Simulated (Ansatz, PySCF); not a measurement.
C₂H₅NO₂Si, SMILES O[Si@@H]1C=NCO1. Atoms are numbered in the order given.

```xyz
11

O      1.8638     0.3854     1.0694
Si     0.5439     0.7402     0.1319
C     -1.1501     0.1894     0.7799
N     -1.6784    -0.6835     0.0047
C     -0.8687    -0.9841    -1.1601
O      0.3492    -0.2650    -1.1986
H      1.9628    -0.5226     1.3806
H      0.7399     2.1585    -0.2294
H     -1.7022     0.4788     1.6860
H     -0.6681    -2.0712    -1.1688
H     -1.4667    -0.7506    -2.0595
```

Geometry: B3LYP-D3(BJ)/def2-SVP. The structure was generated by enumeration; whether it is a known compound was not checked. The values are those of a single conformer.

Two levels are set side by side: PBE-D3(BJ)/def2-SVP (Ansatz, a first-principles code) and B3LYP-D3(BJ)/def2-SVP (Ansatz). Each level has its own optimised geometry; the coordinates shown are those of the second. Frequencies come from the Hessian of PySCF at each geometry. Differences are taken from unrounded values.

```tsv
quantity	B3LYP-D3(BJ)
mean bond length (Å)	1.375
bond O1–Si2 (Å)	1.657
bond Si2–C3 (Å)	1.895
bond Si2–O6 (Å)	1.679
bond C3–N4 (Å)	1.281
bond N4–C5 (Å)	1.450
bond C5–O6 (Å)	1.415
bond O1–H7 (Å)	0.965
bond Si2–H8 (Å)	1.477
bond C3–H9 (Å)	1.100
bond C5–H10 (Å)	1.105
bond C5–H11 (Å)	1.105
highest harmonic wavenumber (cm⁻¹)	3868
mean harmonic wavenumber (cm⁻¹)	1257
zero-point energy (kcal/mol)	48.52
```

**Question.** What does PBE-D3(BJ) give, and how far is it from B3LYP-D3(BJ)? (Estimate from the structure and the level; the computed values follow.)

**Answer.** 
| quantity | PBE-D3(BJ) | PBE-D3(BJ) minus B3LYP-D3(BJ) |
|---|---|---|
| mean bond length (Å) | 1.385 | 0.009 |
| bond O1–Si2 (Å) | 1.672 | 0.015 |
| bond Si2–C3 (Å) | 1.902 | 0.006 |
| bond Si2–O6 (Å) | 1.696 | 0.017 |
| bond C3–N4 (Å) | 1.292 | 0.010 |
| bond N4–C5 (Å) | 1.450 | -0.001 |
| bond C5–O6 (Å) | 1.419 | 0.004 |
| bond O1–H7 (Å) | 0.974 | 0.009 |
| bond Si2–H8 (Å) | 1.491 | 0.014 |
| bond C3–H9 (Å) | 1.108 | 0.008 |
| bond C5–H10 (Å) | 1.115 | 0.010 |
| bond C5–H11 (Å) | 1.115 | 0.010 |
| highest harmonic wavenumber (cm⁻¹) | 3757 | -111 |
| mean harmonic wavenumber (cm⁻¹) | 1218 | -39 |
| zero-point energy (kcal/mol) | 47.00 | -1.52 |

GGA bonds tend to be longer and softer than those of functionals with exact exchange. Differences between two approximate levels are no errors against the true value.
